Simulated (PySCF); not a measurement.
Isomers of C3H7FO3S, one GFN2-xTB conformer each. Single-point energies are computed at PBE0/pcSseg-1 (PySCF, gas phase, no added dispersion term), electronic only.

```tsv
SMILES	GFN2-xTB relative energy (kJ/mol)
C[C@H](F)CO[SH](=O)=O	0.0
CO[C@H](F)S(C)(=O)=O	64.5
```

Conformers: `[CH3:1][C@H:2]([F:3])[CH2:4][O:5][SH:6](=[O:7])=[O:8]` with C1–C2–C4–O5 -176°, C2–C4–O5–S6 -88°, C4–O5–S6–O7 -163°; `[CH3:1][O:2][C@H:3]([F:4])[S:5]([CH3:6])(=[O:7])=[O:8]` with C1–O2–C3–F4 -159°, O2–C3–S5–C6 62°.

**Question.** What does PBE0/pcSseg-1 give for the same structures?

**Answer.** 
```tsv
SMILES	PBE0/pcSseg-1 E (Eh)	PBE0/pcSseg-1 (kJ/mol)	GFN2-xTB (kJ/mol)	point group
C[C@H](F)CO[SH](=O)=O	-841.48331	0.0	0.0	C1
CO[C@H](F)S(C)(=O)=O	-841.48137	5.1	64.5	C1
```

Both levels put the same isomer lowest. As drawn, the lower has an S–H bond, which the higher lacks. Neighbours under 10 kJ/mol apart (C[C@H](F)CO[SH](=O)=O and CO[C@H](F)S(C)(=O)=O) can change places with a better method, another conformer or zero-point energy.

**Question.** Which frontier levels, dipoles and rotational constants go with these structures?

**Answer.** 
```
               SMILES  HOMO (eV, PBE0/pcSseg-1)  LUMO (eV)  dipole (D)       A, B, C (MHz)
C[C@H](F)CO[SH](=O)=O                     -9.14       0.71        5.10  4288, 993.1, 950.3
 CO[C@H](F)S(C)(=O)=O                     -7.86       0.69        3.17    2401, 1546, 1255
```
